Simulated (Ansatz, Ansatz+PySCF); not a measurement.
```yaml
atoms:
  - { symbol: N, position_ang: [0.1874, 0.0111, -0.0376] }
  - { symbol: N, position_ang: [1.1538, -0.1308, -0.4708] }
  - { symbol: O, position_ang: [0.2888, 3.3048, 0.6451] }
```

Basis set: def2-SVP (spherical functions). Frozen core: 3 orbitals. Charge 0, multiplicity 3.

Computed with Ansatz (development build ahead of 0.2.0); each method stands on the lowest determinant of its kind that the runs found.

The atomization energy at this shape (free ground-state atoms in the same class of orbitals less the molecule, no zero-point energy) of triplet N2O:

```tsv
method	atomization energy
PBE0 (unrestricted)	9.67 eV
UHF	4.93 eV
```

Question: What does UHF-MP2 give?

Answer: 9.35 eV. Caution: the shape is not the minimum. Caution for PBE0 (unrestricted): charge can spread falsely over distant fragments.
